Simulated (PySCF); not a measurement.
Nuclear quadrupole coupling in `CS/C(=C\F)[SiH2]F`

Compound: C3H6F2SSi.
Geometry (GFN2-xTB, Å), atoms numbered from 1 in this order:
```
atom  x, y, z in Å
C1     2.3249   -0.0434   -0.6469
S2     1.1744   -0.5907    0.6521
C3    -0.4180   -0.0174    0.1644
C4    -0.7491    0.6781   -0.9172
F5     0.0947    1.0942   -1.8864
Si6   -1.7484   -0.5151    1.4071
F7    -3.1260    0.1063    0.8493
H8     2.0509   -0.4899   -1.5970
H9     3.3020   -0.3988   -0.3338
H10    2.3234    1.0395   -0.7114
H11   -1.7626    0.9859   -1.1265
H12   -1.5259    0.1068    2.7011
H13   -1.9447   -1.9549    1.4275
```

Field gradients from the PBE0/pcSseg-1 density (PySCF, non-relativistic), principal values in atomic units, ordered |Vxx| ≤ |Vyy| ≤ |Vzz|:

| atom | Vxx | Vyy | Vzz |
| --- | --- | --- | --- |
| S2 | 0.3070 | 2.4925 | -2.7995 |

Problem. Find the asymmetry η = (Vxx − Vyy)/Vzz and the couplings χ = eQV/h (234.96 MHz × Q in barn × V in au), with Q(33S) = −0.0678 b.

Solution. 
| atom | environment | nucleus | η | χzz (MHz) | χxx (MHz) | χyy (MHz) |
| --- | --- | --- | --- | --- | --- | --- |
| S2 | sulfide sulfur | 33S | 0.78 | 44.60 | -4.89 | -39.71 |

The tensor is traceless: Vxx + Vyy + Vzz = 0.

Problem. What is Vzz at S2 in SI units (1 au = 9.71736 × 10²¹ V/m²)?

Solution. -2.7995 au = -27.204 × 10²¹ V/m².

Problem. And the gradient at the other heavy atoms, for which no coupling is worked out here?

Solution. 
| atom | environment | Vzz (au) | η |
| --- | --- | --- | --- |
| C1 | S-methyl carbon | 0.325 | 0.08 |
| C3 | fully substituted alkene carbon | -0.241 | 0.03 |
| C4 | vinylic C–F carbon | -0.428 | 1.00 |
| F5 | vinyl fluorine | 2.923 | 0.17 |
| Si6 | fluorine-bound silicon | 0.790 | 0.51 |
| F7 | silicon-bound fluorine | 1.290 | 0.11 |

Problem. What couplings would deuterons (Q(2H) = 0.00286 b) have in place of the hydrogens, at this geometry?

Solution. 
```csv
atom,bonded to,bond length (Å),Vzz (au),η,χzz (kHz)
H8,C1,1.085,0.3139,0.04,211
H9,C1,1.086,0.3144,0.06,211
H10,C1,1.085,0.3143,0.04,211
H11,C4,1.080,0.3171,0.12,213
H12,Si6,1.453,0.1646,0.02,111
H13,Si6,1.453,0.1644,0.02,110
```

One conformer (not necessarily the lowest) at the GFN2-xTB geometry, without solvent, vibrations or thermal averaging. GFN2-xTB bond lengths can be off by several hundredths of an ångström, more for odd bonds, and the gradients follow them. These gradients aren't converged with respect to the basis.
